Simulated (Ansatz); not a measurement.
Spin gap between two states, R1 and P1; the higher of the two is an excited state, each structure at its B3LYP-D3(BJ)/def2-TZVP stationary point, reached from a drawn start (curvature not checked).
R1, SiH2 (SMILES [SiH2]) (charge 0, multiplicity 1, Z-matrix in Å and degrees):
```
Si
H 1 1.5232
H 1 1.5232 2 91.47
```
P1, SiH2 (SMILES [SiH2]) (charge 0, multiplicity 3):
```xyz
3

Si     0.000     0.000    -0.506
H      1.276     0.000     0.253
H     -1.276     0.000     0.253
```

P less R. No zero-point or thermal terms; singlets are restricted closed shells; open shells are unrestricted.

Correlated levels freeze the cores.

Programs: Ansatz (Gaussian basis) for Hartree–Fock, density functionals and correlated methods. All values are computed, each at the level named.

Total energies in hartree:

| structure | PBE/def2-TZVPP | B3LYP/def2-TZVPP | CCSD(T)/cc-pV(Q+d)Z |
|---|---|---|---|
| R1 | -290.458217 | -290.641549 | -290.180892 |
| P1 | -290.432480 | -290.608898 | -290.148620 |

Question: Work out the spin gap at each level in eV (1 hartree = 27.21139 eV), and say how far PBE/def2-TZVPP lies from CCSD(T)/cc-pV(Q+d)Z.

Answer: 
- PBE/def2-TZVPP: (-290.432480) − (-290.458217) = 0.025737 hartree = 0.700 eV
- B3LYP/def2-TZVPP: (-290.608898) − (-290.641549) = 0.032651 hartree = 0.888 eV
- CCSD(T)/cc-pV(Q+d)Z: (-290.148620) − (-290.180892) = 0.032272 hartree = 0.878 eV
PBE/def2-TZVPP less CCSD(T)/cc-pV(Q+d)Z: -0.178 eV. CCSD(T)/cc-pV(Q+d)Z is the level counted from, the highest shown, and no exact or measured value.

Ansatz is a program for electronic structure.
